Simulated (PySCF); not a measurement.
Si(OH)3(SeH) (H4O3SeSi), SMILES O[Si](O)(O)[SeH].

Geometry optimised at PBE0-D3(BJ)/def2-SVP. Other conformers were not sampled.

Two levels are set side by side: TDDFT-PBE/def2-SVPD (PySCF) and TDDFT-B3LYP/def2-SVPD (PySCF). Vertical, same geometry. The lowest singlet is HOMO→LUMO 99 % with PBE and HOMO→LUMO 87 % with the other functional; states are paired by order. Differences are taken from unrounded values.

| quantity | TDDFT-B3LYP |
|---|---|
| lowest singlet excitation (eV) | 5.33 |
| lowest triplet excitation (TDA) (eV) | 4.99 |
| first bright state (f over 0.05) (eV) | 7.03 |
| its oscillator strength | 0.11 |

### Question
What does TDDFT-PBE give, and how far is it from TDDFT-B3LYP? (Estimate from the structure and the level; the computed values follow.)

### Answer

```
quantity                               TDDFT-PBE  TDDFT-PBE minus TDDFT-B3LYP
-------------------------------------  ---------  ---------------------------
lowest singlet excitation (eV)              4.95                        -0.38
lowest triplet excitation (TDA) (eV)        4.75                        -0.24
first bright state (f over 0.05) (eV)       6.49                        -0.54
its oscillator strength                     0.10                        -0.01
```

Functionals without exact exchange tend to place singlet excitations lower, as here. Differences between two approximate levels are no errors against the true value.

Rough cost on one machine, each run with all the roots and properties that it gave: TDDFT-B3LYP against TDDFT-PBE about 4 times.
